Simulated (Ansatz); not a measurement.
Total energies of `CC(C)OC(=O)C(=O)OCC(F)(F)C(F)F` from Ansatz at PBE-D4/def2-SVP, gas phase (1 Eh = 27.2114 eV = 2625.5 kJ/mol). The reference geometry is relaxed at r2SCAN-D4/def2-SVP.

```xyz
26

C     1.467    2.652    3.010
C     1.426    2.453    1.511
C     0.648    3.524    0.767
O     0.781    1.160    1.299
C     1.050    0.541    0.155
O     1.772    0.938   -0.725
C     0.310   -0.805    0.118
O    -0.236   -1.319    1.056
O     0.403   -1.324   -1.121
C    -0.257   -2.563   -1.338
C    -1.597   -2.296   -1.995
F    -2.330   -1.443   -1.234
F    -1.424   -1.714   -3.210
C    -2.429   -3.560   -2.208
F    -2.674   -4.137   -1.011
F    -1.713   -4.426   -2.964
H     0.447    2.685    3.423
H     1.971    3.601    3.248
H     2.014    1.833    3.499
H     2.442    2.373    1.090
H     0.649    3.329   -0.315
H    -0.392    3.563    1.127
H     1.111    4.508    0.938
H    -0.418   -3.092   -0.387
H     0.363   -3.158   -2.021
H    -3.383   -3.325   -2.714
```

```json
{"state": "charge 0 singlet", "geometry": "reference", "energy (Eh)": "-1009.34851"}
{"state": "charge 1 doublet", "geometry": "reference", "energy (Eh)": "-1009.01264"}
{"state": "charge -1 doublet", "geometry": "reference", "energy (Eh)": "-1009.33352"}
{"state": "free C atom (triplet)", "geometry": "–", "energy (Eh)": "-37.75124"}
{"state": "free O atom (triplet)", "geometry": "–", "energy (Eh)": "-74.91467"}
{"state": "free F atom (doublet)", "geometry": "–", "energy (Eh)": "-99.53976"}
{"state": "free H atom (doublet)", "geometry": "–", "energy (Eh)": "-0.49863"}
```

**Question.** Work out the vertical ionisation energy to the doublet.

**Answer.** E(charge 1 doublet) − E(charge 0 singlet) = -1009.01264 − (-1009.34851) = 0.33587 Eh = 9.14 eV. For comparison, −ε of the highest occupied level is 6.12 eV at this level, 3.02 eV less.

**Question.** Work out the vertical electron affinity, to the doublet.

**Answer.** E(charge 0 singlet) − E(charge -1 doublet) = -1009.34851 − (-1009.33352) = -0.01499 Eh = -0.41 eV; negative, so the extra electron isn't bound. The basis lacks diffuse functions, which makes affinities too small.

**Question.** Give the fundamental gap IE − EA, the Mulliken electronegativity (IE + EA)/2 and the hardness (IE − EA)/2.

**Answer.** From the values in Eh: IE − EA = 0.33587 − (-0.01499) = 0.35086 Eh = 9.55 eV; (IE + EA)/2 = 4.37 eV; (IE − EA)/2 = 4.77 eV. The HOMO–LUMO gap of the same run is 3.56 eV, 5.99 eV smaller than the fundamental gap.

**Question.** What is the binding energy per atom against free atoms?

**Answer.** Atoms: 8 × (-37.75124) + 4 × (-74.91467) + 4 × (-99.53976) + 10 × (-0.49863) = -1004.81394 Eh. Binding: -1004.81394 − (-1009.34851) = 4.53457 Eh = 123.39 eV, or 4.75 eV for each of 26 atoms (no zero-point energy, no counterpoise term).

At PBE-D4/def2-SVP the gap within one spin of the charge 1 doublet nearly closes, so an electron or hole may be smeared out by delocalisation error. At PBE-D4/def2-SVP the highest occupied level of the charge -1 doublet lies above zero (up to 3.35 eV). By energy differences it is unbound by 0.41 eV (vertical, to the charge 0 singlet, at PBE-D4/def2-SVP) and held by the finite basis.
